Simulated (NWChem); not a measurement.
# CH5S cation; SMILES C[SH2+]

```xyz
7

C     -0.0098     1.2132     0.0000
S     -0.0719    -0.6003     0.0000
H     -0.5548     1.5351     0.8983
H     -0.5548     1.5351    -0.8983
H      1.0250     1.5761     0.0000
H      0.8078    -0.8842     0.9987
H      0.8078    -0.8842    -0.9987
```
Atoms are numbered in this order, from 1.

Results from NWChem. Geometry optimised at PBE0/def2-SVP; all other runs use it. Pople sets run with spherical d functions. Vzz has the sign of the potential's second derivative.

```tsv
quantity	level	value
solvation free energy (kcal/mol) in water	M05-2X/6-31G*, SMD	-62.7
anisotropy (bohr³) at 589 nm	B3LYP/aug-cc-pVDZ	9.2
first 1s excitation (eV), C K edge, unshifted	B3LYP/def2-TZVP, TDA	275.9
Vzz S2 (a.u.)	Hartree-Fock/cc-pVTZ	-1.947
highest harmonic frequency (cm⁻¹)	PBE0/def2-SVP	3240
```
